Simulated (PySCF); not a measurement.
Cd(SeH)(SiH3) (CdH₄SeSi), SMILES [Cd]([SiH3])[SeH]. Atoms are numbered in the order given.

```xyz
7

Cd    -0.2057    -0.2784     0.2608
Se     0.9193     1.3671    -1.2605
H      2.2124     0.6695    -1.0976
Si    -1.3460    -1.9258     1.7918
H     -2.1718    -2.8997     1.0161
H     -2.2435    -1.2249     2.7592
H     -0.3357    -2.6988     2.5763
```
Charge 0, spin multiplicity 1.

Geometry optimised at B3LYP-D3(BJ)/def2-SVP. The def2 effective core potentials stand for the cores of Cd; spin–orbit coupling is left out. One conformer was computed; it need not be the lowest.

These are PySCF with TDA-PBE/def2-SVPD values and carry that method's errors.

Vertical excitations. 

```tsv
state	energy (eV)	λ (nm)	f	main pairs
S1	3.72	333	0.000	HOMO→LUMO 100 %
S2	3.96	313	0.020	HOMO→LUMO+1 100 %
S3	4.23	293	0.008	HOMO→LUMO+2 89 %
S4	4.68	265	0.007	HOMO−1→LUMO 95 %
S5	4.96	250	0.005	HOMO−1→LUMO+2 97 %
S6	5.31	234	0.023	HOMO→LUMO+3 99 %
S7	5.69	218	0.015	HOMO→LUMO+4 98 %
S8	5.70	217	0.843	HOMO−1→LUMO+1 56 %, HOMO−1→LUMO+3 24 %
S9	6.11	203	0.003	HOMO→LUMO+5 98 %
S10	6.12	203	0.143	HOMO−1→LUMO+3 53 %, HOMO→LUMO+6 29 %
T1	3.65	340	0	HOMO→LUMO 79 %, HOMO→LUMO+1 21 %
T2	3.67	338	0	HOMO→LUMO+1 79 %, HOMO→LUMO 21 %
T3	3.82	325	0	HOMO→LUMO+2 99 %
T4	4.25	292	0	HOMO−1→LUMO+1 67 %, HOMO−1→LUMO 31 %
```
Triplets are in the Tamm–Dancoff approximation.
